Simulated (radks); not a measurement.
Species: Br II. Configuration: [Ar] 3d9 4s2 4p5 (not the ground configuration). Calculated with a radial shooting solver on a logarithmic mesh with Libxc functionals: scalar-relativistic Kohn-Sham, BLYP, spin-polarised, spherical densities, finite nucleus; open shells are filled with parallel spins first; Fermi nuclear charge, rms radius 4.1629 fm.

Unscreened Slater integrals over Kohn-Sham orbitals (hartree). They are taken over the spin-up orbitals.

integral,value
"F0(4p,4p)",0.48750
"F2(4p,4p)",0.25407
"F0(4p,4s)",0.52576
"G1(4p,4s)",0.34869
"F0(4p,3d)",0.63739
"F2(4p,3d)",0.13265
"G1(4p,3d)",0.043584
"G3(4p,3d)",0.040546
"F0(4s,4s)",0.57562
"F0(4s,3d)",0.73543
"G2(4s,3d)",0.062112
"F0(3d,3d)",1.6038
"F2(3d,3d)",0.77243
"F4(3d,3d)",0.48692

Derived for the open shells (J is the average intra-shell exchange parameter used in DFT+U). 3d: Racah B = F2/49 - 5 F4/441 = 0.01024 hartree, C = 35 F4/441 = 0.03864 hartree, C/B = 3.77, F4/F2 = 0.630, J = (F2 + F4)/14 = 0.08995 hartree. 4p: J = F2/5 = 0.05081 hartree.
